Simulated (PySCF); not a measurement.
Species: `C[Si]1(N([SiH3])[SiH3])C[SiH2]C1`. The columns A, B, C and D hold Mulliken, IAO, Hirshfeld and ESP-fitted charges (e) of one PBE0/pcSseg-1 density (PySCF), in a shuffled order. Coordinates in Å (GFN2-xTB); the density's dipole moment is (-0.30, 0.53, -0.24) D.

```json
{"atom": "C1", "x": "0.003", "y": "2.150", "z": "-0.919", "A": "-0.858", "B": "-0.212", "C": "-0.727", "D": "-0.637"}
{"atom": "Si2", "x": "0.254", "y": "0.433", "z": "-0.153", "A": "+1.040", "B": "+0.423", "C": "+1.155", "D": "+1.141"}
{"atom": "N3", "x": "-1.279", "y": "-0.288", "z": "0.297", "A": "-0.631", "B": "-0.345", "C": "-1.024", "D": "-1.096"}
{"atom": "Si4", "x": "-2.616", "y": "0.753", "z": "0.702", "A": "+0.488", "B": "+0.347", "C": "+0.740", "D": "+0.632"}
{"atom": "Si5", "x": "-1.412", "y": "-2.026", "z": "0.329", "A": "+0.486", "B": "+0.348", "C": "+0.741", "D": "+0.616"}
{"atom": "C6", "x": "1.557", "y": "0.358", "z": "1.259", "A": "-0.754", "B": "-0.267", "C": "-0.861", "D": "-0.830"}
{"atom": "Si7", "x": "2.687", "y": "-0.779", "z": "0.213", "A": "+0.617", "B": "+0.333", "C": "+0.755", "D": "+0.634"}
{"atom": "C8", "x": "1.397", "y": "-0.705", "z": "-1.194", "A": "-0.765", "B": "-0.263", "C": "-0.851", "D": "-0.861"}
{"atom": "H9", "x": "0.954", "y": "2.569", "z": "-1.231", "A": "+0.224", "B": "+0.048", "C": "+0.162", "D": "+0.147"}
{"atom": "H10", "x": "-0.447", "y": "2.834", "z": "-0.210", "A": "+0.197", "B": "+0.041", "C": "+0.157", "D": "+0.151"}
{"atom": "H11", "x": "-0.643", "y": "2.103", "z": "-1.789", "A": "+0.193", "B": "+0.044", "C": "+0.161", "D": "+0.147"}
{"atom": "H12", "x": "-3.136", "y": "1.382", "z": "-0.516", "A": "-0.109", "B": "-0.082", "C": "-0.143", "D": "-0.090"}
{"atom": "H13", "x": "-3.654", "y": "-0.061", "z": "1.326", "A": "-0.090", "B": "-0.074", "C": "-0.121", "D": "-0.094"}
{"atom": "H14", "x": "-2.139", "y": "1.778", "z": "1.634", "A": "-0.118", "B": "-0.079", "C": "-0.137", "D": "-0.096"}
{"atom": "H15", "x": "-2.518", "y": "-2.381", "z": "1.215", "A": "-0.095", "B": "-0.076", "C": "-0.123", "D": "-0.089"}
{"atom": "H16", "x": "-0.159", "y": "-2.582", "z": "0.842", "A": "-0.096", "B": "-0.073", "C": "-0.134", "D": "-0.096"}
{"atom": "H17", "x": "-1.679", "y": "-2.518", "z": "-1.028", "A": "-0.116", "B": "-0.083", "C": "-0.142", "D": "-0.082"}
{"atom": "H18", "x": "2.002", "y": "1.310", "z": "1.532", "A": "+0.165", "B": "+0.032", "C": "+0.159", "D": "+0.157"}
{"atom": "H19", "x": "1.199", "y": "-0.096", "z": "2.179", "A": "+0.159", "B": "+0.032", "C": "+0.161", "D": "+0.164"}
{"atom": "H20", "x": "2.915", "y": "-2.113", "z": "0.775", "A": "-0.135", "B": "-0.079", "C": "-0.121", "D": "-0.076"}
{"atom": "H21", "x": "3.977", "y": "-0.170", "z": "-0.131", "A": "-0.138", "B": "-0.082", "C": "-0.124", "D": "-0.079"}
{"atom": "H22", "x": "1.764", "y": "-0.258", "z": "-2.114", "A": "+0.176", "B": "+0.035", "C": "+0.162", "D": "+0.161"}
{"atom": "H23", "x": "0.969", "y": "-1.666", "z": "-1.461", "A": "+0.159", "B": "+0.031", "C": "+0.157", "D": "+0.178"}
```

**Question.** Which column most likely holds the ESP-fitted charges?

**Answer.** A. Σ q r misses the density's dipole by 0.02 D (A), 0.41 D (B), 0.59 D (D), 0.99 D (C). Charges fitted to the outside potential are the only set here that is tied to the molecule's multipoles.

**Question.** And the Hirshfeld charges?

**Answer.** B. The mean sizes are 0.149 e (B), 0.340 e (A), 0.359 e (D), 0.392 e (C), and Hirshfeld charges are commonly the smallest of these schemes.

As computed, A = ESP-fitted, B = Hirshfeld, C = IAO, D = Mulliken. Hydrogens on carbon: ESP-fitted +0.16 to +0.22, Hirshfeld +0.03 to +0.05, IAO +0.16 to +0.16, Mulliken +0.15 to +0.18 e.

The Mulliken scheme gives each basis function's population to the atom it is centred on and halves the overlap population of two atoms between them. The Hirshfeld scheme weights the molecular density at each point by an atom's share of the summed free-atom densities.

One conformer (not necessarily the lowest) at the GFN2-xTB geometry, without solvent, vibrations or thermal averaging.

The values belong to the conformer `[CH3:1][Si:2]1([N:3]([SiH3:4])[SiH3:5])[CH2:6][SiH2:7][CH2:8]1`: C1–Si2–N3–Si4 -28°.
